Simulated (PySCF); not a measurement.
## UHF on Fe²³⁺ (iron, charge +23)

Configuration: [He] 2s1, 2S determinant. All numbers are calculated (PySCF 2.14, the spin-free X2C one-electron Hamiltonian (Gaussian nucleus), in an even-tempered Gaussian basis (19 s from 5.5 bohr⁻², ratio 2.2; 8 p from 8.6 bohr⁻², ratio 2.4; 6 d from 26 bohr⁻², ratio 2.4; 5 f from 39 bohr⁻², ratio 2.4; 4 g from 58 bohr⁻², ratio 2.4)).

- Total energy: -740.925229 hartree
- One-electron energy: -767.2840 hartree
- Hartree (Coulomb) energy: 45.1311 hartree
- Exchange energy: -18.7724 hartree
- ⟨S²⟩: 0.7500
- ⟨L²⟩: 0.000
- Sum of ⟨r⟩: 0.3545 bohr
- Sum of ⟨r²⟩: 0.07588 bohr²

| shell | electrons | mean orbital energy (eV) | rms radius, mean of both spins (bohr) |
| --- | --- | --- | --- |
| 1s α | 1 | -8706.6 | 0.0667 |
| 1s β | 1 | -8691.4 | 0.0667 |
| 2s α | 1 | -2046.4 | 0.259 |

Densities and radii are taken from the X2C orbitals without a picture-change correction, which distorts them close to the nucleus.
